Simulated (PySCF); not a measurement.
**Rotational lines of ZnF⁺**

Lines J+1 ← J of the vibrational ground state, computed from RHF-CCSD(T) constants of ZnF⁺, ¹Σ⁺ (singlet), closed shell (Zn x2c-SVPall, F x2c-SVPall; spin-free X2C with a Gaussian nucleus (PySCF 2.14); masses 63.9291 and 18.9984 u), in MHz:

```csv
J,ν (MHz)
5,137438.3
6,160339.7
7,183238.9
8,206135.4
9,229029.0
```

Q: Find B0 and the effective bond length r0; with αe = 0.00254 cm⁻¹, find Re.

A: ν = 2B0(J+1) − 4D(J+1)³ gives B0 = 0.38207 cm⁻¹. With the reduced mass μred = 14.646 u, r0 = √(16.8576/(μred·B0)) (u, cm⁻¹, Å) = 1.7357 Å. Be = B0 + αe/2 = 0.38334 cm⁻¹ gives Re = 1.733 Å.

Correlated steps freeze 6 core orbitals. Correlated levels converge slowly with the basis: in double zeta they bind strong bonds too weakly, by up to about 1 eV, and carry superposition errors of some tenths. For an ion De counts to the pair picked by the measured ionisation energies or electron affinities, which need not be the lowest pair at this level. Where the molecule has an RHF reference, its open-shell atoms are computed with UHF. The CCSD T1 diagnostic is raised, a sign that a single reference may not be enough here.
